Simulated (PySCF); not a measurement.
Electrostatic solvation of a mixed set.

Computed with PySCF at PBE0/pcSseg-1, non-relativistic, each on one gas-phase PBE0-D3(BJ)/def2-SVP geometry that isn't relaxed in the solvent. The solvent is an IEF-PCM continuum (van der Waals radii × 1.2). The model holds no explicit solvent molecules, cavitation or dispersion.

Problem. Order them by E(solvent) − E(gas) in methanol (ε = 32.61), most negative first (kcal/mol).
A. `[Cl:1][C@@H:2]1[CH2:3][CH2:4][O:5][CH2:6]1` with Cl1–C2–C3–C4 -105°, C2–C3–C4–O5 -35°, C3–C4–O5–C6 44°, C4–O5–C6–C2 -35°
B. `[OH:1][NH:2][c:3]1[cH:4][cH:5][cH:6][cH:7][cH:8]1` with H–O1–N2–C3 -117°, O1–N2–C3–C4 24°
C. `[CH3:1][O:2]/[C:3]([CH3:4])=[CH:5]/[Cl:6]` with C1–O2–C3–C4 180°

Solution. B (-7.6), A (-4.4), C (-3.6).

```
        SMILES  charge  ΔE (kcal/mol)  polarisation term (kcal/mol)  HOMO shift (eV)  dipole gas (D)  dipole solvent (D)  atoms
    ONc1ccccc1       0           -7.6                          -8.5            -0.07            1.29                1.69     15
Cl[C@@H]1CCOC1       0           -4.4                          -4.9            +0.07            1.34                1.74     13
  CO/C(C)=C/Cl       0           -3.6                          -4.1            -0.06            2.05                2.53     13
```

The polarisation term is half the interaction of the solute with the induced surface charges.
